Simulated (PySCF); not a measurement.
## Two-component Hartree-Fock for Ir⁺ (iridium, charge +1)

Start: [Xe] 4f14 5d8; 5d3/2 filled at m_j = -1/2, +1/2, +3/2; 5d5/2 filled at m_j = -3/2, -1/2, +1/2, +3/2, +5/2. Calculated with PySCF 2.14 in x2c-TZVPall-2c: generalised Hartree-Fock with the X2C-1e Hamiltonian and a Gaussian nucleus; spin-orbit coupling (SO) screened by Boettger's factors. This is a chosen level, not necessarily the ground level.

```tsv
spinor shell	electrons	ε, screened SO (eV)	weight of nominal j (screened SO)	rms radius, screened SO (bohr)
1s1/2	2	-76513.1	1.000	0.0197
2s1/2	2	-13533.4	1.000	0.0795
2p1/2	2	-12941.8	1.000	0.0675
2p3/2	4	-11308.5	1.000	0.0752
3s1/2	2	-3234.5	1.000	0.203
3p1/2	2	-2970.2	1.000	0.195
3p3/2	4	-2606.9	1.000	0.210
3d3/2	4	-2170.5	1.000	0.185
4s1/2	2	-728.74	1.000	0.450
4p1/2	2	-616.09	1.000	0.456
4p3/2	4	-529.00	1.000	0.490
4d3/2	4	-343.99	1.000	0.507
4d5/2	6	-327.13	1.000	0.519
5s1/2	2	-120.36	1.000	1.06
4f5/2	6	-89.104	0.998	0.586
4f7/2	8	-85.885	0.999	0.587
5p1/2	2	-83.672	0.995	1.16
5p3/2	4	-68.255	0.998	1.26
5d5/2	5	-18.293	0.716	1.87
5d3/2	3	-19.147	0.821	1.83
```

(1) Where does 3d5/2 lie, and what is the 3d spin-orbit splitting (screened SO)?

```tsv
quantity	screened SO
E (hartree)	-17838.72683
M_J	4
⟨J²⟩	20.170
⟨L²⟩	12.622
⟨S²⟩	2.231
```

Each row is a mean over spinors that exchange with the open shell spreads, by up to 6.026 eV (5p3/2).

Rows whose weight is well below 1 are mixtures of j = l ± 1/2: exchange outweighs spin-orbit coupling there, and the label is only the starting occupation.

⟨J²⟩ departs a little from M_J(M_J + 1) because the unrestricted spinors polarise the closed shells.

Breit and QED terms are absent; they matter most for the inner s and p1/2 levels.

Densities and radii are taken from the X2C orbitals without a picture-change correction, which distorts them close to the nucleus.

## Answers

(1) At -2092.4 eV, 78.119 eV above 3d3/2.
